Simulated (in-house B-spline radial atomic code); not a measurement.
I²⁺. Computed with a B-spline radial atomic code. Model: all-electron spherical atom, spin shells full or empty, radial basis limit, no spin-orbit coupling, Breit or QED, empty-state partial waves extrapolated as (l+1/2)^-4, RPA, G0W0 and static COHSEX of the highest shell as one setting changes (uncorrelated shells keep exact exchange).

Empty levels are discrete states of a finite basis, so the steps are uneven.

Given: element I; charge 2; filled core Kr; hamiltonian one-electron scalar X2C; mean-field start r2SCAN; highest l of empty states 9; nuclear rms radius 4.75 fm; lowest nl shells left uncorrelated 9; highest mean-field shell 5p up; box radius 17.55 bohr.

Shell: 4d 5 5, 5s 1 1, 5p 3 0 (electrons up and down).

```csv
highest empty level kept (hartree),RPA correlation energy (hartree),G0W0 level (eV),G0W0 minus most complete (meV),COHSEX level (eV),linearised minus solved G0W0 (meV)
3,-0.14581,-30.139,188.7,-31.518,-15.5
6,-0.15731,-30.245,82.7,-31.803,-16.4
10.5,-0.16221,-30.292,34.8,-31.928,-16.8
18,?,?,?,?,?
30,-0.16575,-30.325,2.3,-32.015,-17.1
54,-0.16593,-30.326,0.9,-32.022,-17.1
90,-0.16599,-30.327,0.3,-32.025,-17.1
180,?,?,?,?,?
360,-0.16602,-30.327,0,-32.027,-17.1
750,-0.16602,-30.327,0,-32.027,-17.1
1800,-0.16602,-30.327,0,-32.027,-17.1
6000,-0.16602,-30.327,0,-32.027,-17.1
```

(1) What follows for highest empty level kept = 180?

(2) What follows for highest empty level kept = 18?

## Answers

(1) RPA correlation energy -0.16601 hartree; G0W0 level -30.327 eV; G0W0 minus most complete 0.1 meV; COHSEX level -32.026 eV; linearised minus solved G0W0 -17.1 meV.

(2) RPA correlation energy -0.165 hartree; G0W0 level -30.319 eV; G0W0 minus most complete 8.5 meV; COHSEX level -31.998 eV; linearised minus solved G0W0 -17 meV.
